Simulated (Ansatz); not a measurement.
Gas-phase electronic energies from Ansatz, PBE0-D4/def2-TZVP geometries. CBS: MP2 limit from def2 TZ/QZ plus the TZ coupled-cluster correction, frozen cores. This one scheme is used for every species. Functionals use def2-TZVPP. HSE06 is defined as in plane-wave codes. One conformer a species, not always the lowest.

Reaction (ligand exchange at the Si–S bond): `O[SiH2]S[SiH2]F` + `N[SiH](F)F` → `F[SiH2]N[SiH](F)F` + `O[SiH2]S`

```
             level  ΔE (eV)
        r2SCAN0-D4    -0.03
            B2PLYP    -0.09
             HSE06    -0.01
RPA@PBE/def2-TZVPP    -0.15
```

Task: What does CCSD(T)/CBS give? (Best estimate.)

Result: The calculation gave: -0.07 eV. The listed levels differ from it by 0.04, -0.02, 0.06, -0.08 eV.

Task: What do rigid-rotor, harmonic-oscillator terms from PBE0-D4/def2-TZVP frequencies (298.15 K, 1 bar) make of the CCSD(T)/CBS value? (Best estimate.)

Result: Ansatz gave: ΔZPE = -0.05 eV, ΔH = -0.13 eV, ΔS = -6 J/(mol·K), ΔG = -0.11 eV. Modes under 50 cm⁻¹ make the entropy rough.

Largest T1 diagnostic among the species: 0.012.

Leaving LDA and LC-ωPBE aside and taking each functional with its dispersion term where it has one, the values, not all of them listed here, spread over 0.15 eV, from CAM-B3LYP-D4 to revPBE-D4. The D4 term adds +0.03 eV with B3LYP and +0.02 eV with PBE0; it sums over pairs of atoms, weighted by their polarisabilities, and B3LYP, whose exchange is more repulsive, gets the larger term.

B3LYP here is the variant with VWN-RPA as its local correlation; programs differ in this.
